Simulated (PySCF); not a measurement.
Question: Give a PBE0-D3(BJ)/def2-SVP geometry of `[SiH3]N([SiH]1N[SiH2]N1)[SiH3]`.

Answer: 
```
atom  x, y, z in Å
Si1   -1.1443    1.5516   -0.1303
N2    -1.0458   -0.1894    0.1293
Si3   -2.5098   -1.1498    0.1514
Si4    0.5584   -0.8236    0.3594
N5     1.6312   -0.8374   -1.0175
Si6    2.7142    0.3473   -0.3321
N7     1.6261    0.3774    1.0404
H8    -1.0027    2.3261    1.1386
H9    -0.1139    2.0079   -1.1080
H10   -2.5028    1.8295   -0.6940
H11   -3.1608   -1.1953   -1.1946
H12   -2.1555   -2.5415    0.5607
H13   -3.5029   -0.5891    1.1188
H14    0.4101   -2.1252    1.0675
H15    1.5350   -1.2181   -1.9470
H16    2.8383    1.6306   -1.0922
H17    4.1000   -0.1274   -0.0280
H18    1.7142    0.7555    1.9723
```

Any rigid rotation of these coordinates is as good. Atoms count from 1 in this order. Si1 (SiH3 silicon) is tetrahedral (angles from 106.8° to 112.4°). The N–Si distances run from 1.740 Å (N2–Si4, drawn single) to 1.763 Å (Si1–N2, drawn single), a spread of 0.023 Å. Of the pairs four or more bonds apart, Si1···Si6 is among the closest relative to their van der Waals radii: 4.05 Å, 96 % of the sum of Bondi's values. N5 (nitrogen bridging silicon atoms) is almost planar (angles 132.6°, 132.1° and 93.8°, sum 358.6°, 0.09 Å off the plane of its three neighbours).

Bonds between heavy atoms (Å): Si1–N2 1.763, N2–Si3 1.751, N2–Si4 1.740, Si4–N5 1.746, N5–Si6 1.745, Si6–N7 1.752, Si4–N7 1.745.

Method used: PySCF, PBE0-D3(BJ)/def2-SVP geometry optimisation, gas phase.

Point group: C1 (no symmetry element, even within 0.4 Å). No PBE0-D3(BJ)/def2-SVP frequencies stand behind this structure, so it isn't proved a minimum. The numbers are those of one conformer (Si1–N2–Si4–N5 -70°).
